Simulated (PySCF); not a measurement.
C2H2F, multiplicity 2. Atoms are numbered in the order given.

```xyz
5

C      0.1104    -1.2565     0.0000
C     -0.4443    -0.0816     0.0000
F      0.2732     1.0762     0.0000
H      1.0545    -1.7674     0.0000
H     -1.5100     0.1106     0.0000
```
Charge 0, spin multiplicity 2.

Geometry optimised at B3LYP-D3(BJ)/def2-TZVP. The isomer is the one that the SMILES or the coordinates give; other isomers of the formula were not compared.

Level of theory: CAM-B3LYP/def2-TZVPD (PySCF).

Mulliken values depend strongly on the basis, most of all with diffuse functions as here. ESP charges are fitted to the potential on shells at 1.4 to 2.0 van der Waals radii. Atomic charges (e):

```
atom  meta-Löwdin  Mulliken  ESP fit  Mulliken spin
----  -----------  --------  -------  -------------
C1          -0.17     -0.26        ?           1.05
C2           0.15     -0.03        ?          -0.14
F3          -0.28     -0.24        ?           0.04
H4           0.16      0.28     0.27           0.01
H5           0.13      0.26     0.16           0.04
```

What belongs in the gaps? (The exact figures need the calculation; the answer reports its results.)


- C1, ESP fit: -0.34
- C2, ESP fit: 0.07
- F3, ESP fit: -0.16
